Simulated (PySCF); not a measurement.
# Correlation energy of Al (aluminium, neutral)

[Ne] 3s2 4s1, 2S determinant (an excited configuration). All numbers are calculated (PySCF 2.14, the non-relativistic Hamiltonian (point nucleus), in dyall-acv3z (19s12p6d4f, 113 functions)). Frozen: 1s2; 11 electrons correlated; the 18 highest virtual orbitals of each spin left out.

MP2 pair energies summed by pair of shells (mhartree):

```json
{"pair": "2p-2p", "energy": "-193.46", "share (%)": "59.4"}
{"pair": "2s-2p", "energy": "-62.62", "share (%)": "19.2"}
{"pair": "3s-3s", "energy": "-28.56", "share (%)": "8.8"}
{"pair": "2p-3s", "energy": "-22.23", "share (%)": "6.8"}
{"pair": "2s-2s", "energy": "-9.76", "share (%)": "3.0"}
{"pair": "3s-4s", "energy": "-5.50", "share (%)": "1.7"}
{"pair": "2s-3s", "energy": "-2.40", "share (%)": "0.7"}
{"pair": "2p-4s", "energy": "-0.85", "share (%)": "0.3"}
{"pair": "2s-4s", "energy": "-0.09", "share (%)": "0.0"}
```

Total MP2 correlation energy: -325.47 mhartree.

Same-spin part -80.90 and opposite-spin part -244.57 mhartree; SCS-MP2 scales them by 1/3 and 6/5 to -320.45 mhartree.
